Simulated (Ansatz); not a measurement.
C3H4ClFSi (`C#CC[SiH](F)Cl`). The species carries charge 0 and has multiplicity 1. Geometry: relaxed with PBE0-D4/def2-TZVP. It is one conformer, not always the lowest.

```xyz
10

C    -2.041   -1.154    0.375
C    -1.215   -0.285    0.432
C    -0.179    0.723    0.450
Si    1.253    0.196   -0.630
F     2.287    1.405   -0.694
Cl    2.202   -1.405    0.194
H    -2.782   -1.917    0.339
H     0.189    0.897    1.467
H    -0.555    1.680    0.071
H     0.841   -0.140   -2.004
```

Task: What is the dipole moment at B3LYP/def2-TZVPP? (Best estimate.)

Result: Computed: 1.34 D, with components (-1.28, 0.41, -0.02) D in this frame, pointing from negative to positive charge.

Task: And with PBE, r2SCAN, ωB97M-V? (An estimate is asked.)

Result: Ansatz gave: PBE 1.26 D, r2SCAN 1.30 D, ωB97M-V 1.33 D.

Task: Give the Mulliken charges with B3LYP, ωB97M-V, r2SCAN in def2-TZVPP. (An estimate is asked.)

Result: Ansatz gave: 
| atom | B3LYP | ωB97M-V | r2SCAN |
| --- | --- | --- | --- |
| C1 | 0.07 | 0.01 | 0.09 |
| C2 | -0.37 | -0.29 | -0.33 |
| C3 | -0.27 | -0.33 | -0.28 |
| Si4 | 0.69 | 0.62 | 0.70 |
| F5 | -0.31 | -0.30 | -0.31 |
| Cl6 | -0.23 | -0.19 | -0.23 |
| H7 | 0.26 | 0.24 | 0.24 |
| H8 | 0.12 | 0.14 | 0.10 |
| H9 | 0.12 | 0.14 | 0.10 |
| H10 | -0.07 | -0.03 | -0.07 |

B3LYP here is the variant with VWN-RPA as its local correlation; programs differ in this.
